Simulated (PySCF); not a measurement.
**Spin states of InP**

Unrestricted PBE0; basis In cc-pVTZ-PP with ECP28, P cc-pV(T+d)Z; scalar-relativistic core potentials; PySCF 2.14. Outer shells of the fragments: In 4d10 5s2 5p1; P 3s2 3p3.

Followed along the bond (rough minima from three points):

```json
{"2Ms+1": "3", "unpaired": "π ↑↑", "⟨S²⟩ at the start": "2.01", "R at minimum (Å)": "2.66", "Te (eV)": "0.00"}
{"2Ms+1": "3", "unpaired": "σ ↑, π ↑", "⟨S²⟩ at the start": "2.01", "R at minimum (Å)": "2.45", "Te (eV)": "0.20"}
{"2Ms+1": "1", "unpaired": "π ↑↓", "⟨S²⟩ at the start": "1.01", "R at minimum (Å)": "2.65", "Te (eV)": "0.30"}
{"2Ms+1": "1", "unpaired": "σ ↓, π ↑", "⟨S²⟩ at the start": "1.02", "R at minimum (Å)": "2.43", "Te (eV)": "0.40"}
{"2Ms+1": "1", "unpaired": "none", "⟨S²⟩ at the start": "0.00", "R at minimum (Å)": "none in the scan", "Te (eV)": "≤ 1.24"}
```

Solutions found at the starting distance of 2.455 Å, counted from the lowest of them; the search is not exhaustive and high or unbound solutions are not listed, so other states can lie among these:

| 2Ms+1 | unpaired | term | E (eV) | ⟨S²⟩ | ⟨Lz²⟩ | μ (D) |
| --- | --- | --- | --- | --- | --- | --- |
| 3 | π ↑↑ | ³Σ⁻ | 0.00 | 2.01 | 0.00 | -1.05 |
| 3 | σ ↑, π ↑ | ³Π | 0.06 | 2.01 | 1.02 | -2.97 |
| 1 | σ ↓, π ↑ | mixed | 0.26 | 1.02 | 1.02 | -3.06 |
| 1 | π ↑↓ | mixed | 0.30 | 1.01 | 2.03 | -1.01 |
| 1 | none | ¹Σ⁺ | 1.29 | 0.00 | 0.00 | -4.47 |
| 1 | none | mixed | 1.35 | 0.00 | 2.01 | -0.76 |
| 5 | σ ↑, π ↑↑↑ | ⁵Π | 1.96 | 6.01 | 1.00 | 0.64 |
| 3 | σ ↓, π ↑↑↑ | mixed | 2.56 | 3.03 | 1.00 | 0.77 |
| 3 | π ↑↑ | mixed | 3.08 | 2.02 | 2.02 | -1.68 |
| 3 | π ↑↑ | mixed | 3.34 | 2.02 | 2.01 | -1.77 |

A term symbol is given only where ⟨S²⟩ and ⟨Lz²⟩ are close to those of a pure state; real π, δ and φ orbitals otherwise mix terms. A positive dipole means In(−)P(+).

Question: Compare the gap between the two lowest followed solutions at the starting distance with the gap between their minima.

Answer: At PBE0 the second solution (triplet, unpaired electrons σ ↑, π ↑) lies +0.06 eV from the first (triplet, unpaired electrons π ↑↑) at 2.455 Å and +0.20 eV at the minima; the two curves relax by different amounts, since their minima lie near 2.45 and 2.66 Å.

Spin–orbit coupling is left out.
